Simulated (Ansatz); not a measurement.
# Relaxing a trial structure of H4Se3Sn

The starting geometry of this gas-phase singlet was optimised with GFN2-xTB; its bonds are those of `[SeH][Se][SnH2][SeH]`.

```
atom   x (Å)    y (Å)    z (Å)
  Se  2.3897  -0.4187   2.4370
  Se  1.5845   1.4683   1.4740
  Se  0.6003  -0.7530  -2.1354
  Sn  1.9904   1.0554  -1.0670
   H  1.1172  -1.1233   2.5414
   H  1.6475   2.5147  -1.8926
   H  3.6652   0.7620  -1.3543
   H  1.0377  -1.7773  -1.2199
```

Q: Predict what becomes of its bonds when it is optimised with PBE0-D4/def2-SVP.

A: It keeps its bonds, and is `[SeH][Se][SnH2][SeH]`.

The energy falls by 0.16 eV over 12 steps:

```csv
step,E − E(last) (eV)
1,0.163
2,0.070
3,0.034
5,0.010
6,0.005
7,0.003
8,0.001
10,0.000
11,0.000
12,0.000
```

Final geometry (Å):

```xyz
8

Se    2.2693   -0.5649    2.1610
Se    1.7616    1.6227    1.4791
Se    0.5029   -0.7940   -1.6592
Sn    2.0313    1.1280   -1.0182
H     0.8962   -1.0878    2.0219
H     1.5197    2.5036   -1.9020
H     3.6563    0.6776   -1.3064
H     1.3953   -1.7571   -0.9931
```

The end wasn't checked by frequencies. Atoms past krypton carry core potentials, without spin–orbit terms. Run with Ansatz 0.2.0, 100 s on 2 threads of AMD EPYC 7R43 64-Core Processor (Zen 3) (shared host).
